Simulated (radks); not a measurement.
The oxygen anion O2-, [Ne], held by a Watson sphere: a shell of charge +2 at radius R that stands for the Madelung well of a crystal (potential energy -2/R inside, -2/r outside, in hartree with lengths in bohr). Method: non-relativistic Kohn-Sham, LDA (Slater exchange, Perdew-Wang correlation), spin-polarised, spherical densities, point nucleus; computed with a radial shooting solver on a logarithmic mesh with Libxc functionals. Response by self-consistent Sternheimer equations with the Hartree and adiabatic LDA kernel. The sphere does not respond.

| R (bohr) | e(1s) (eV) | e(2s) (eV) | e(2p) (eV) | <r> 2p (bohr) | sum of <r^2> (bohr^2) | X-ray form factor at sin(theta)/lambda = 0.2 1/angstrom | alpha (bohr^3) |
|---|---|---|---|---|---|---|---|
| 2.19 | -504.14 | -21.072 | -7.227 | 1.535 | 23.07 | 6.000 | 17.64 |
| 2.26 | -504.09 | -20.802 | -6.999 | 1.550 | 23.56 | 5.971 | 18.89 |
| 2.3 | -504.06 | -20.654 | -6.873 | 1.559 | 23.83 | 5.955 | 19.63 |
| 2.52 | -503.88 | -19.904 | -6.218 | 1.606 | 25.37 | 5.880 | 24.25 |
| 2.78 | -503.62 | -19.152 | -5.533 | 1.659 | 27.21 | 5.812 | 30.97 |
| 3.11 | -503.28 | -18.369 | -4.789 | 1.722 | 29.59 | 5.752 | 41.90 |
| 3.91 | -502.52 | -17.049 | -3.450 | 1.864 | 35.81 | 5.681 | 84.55 |
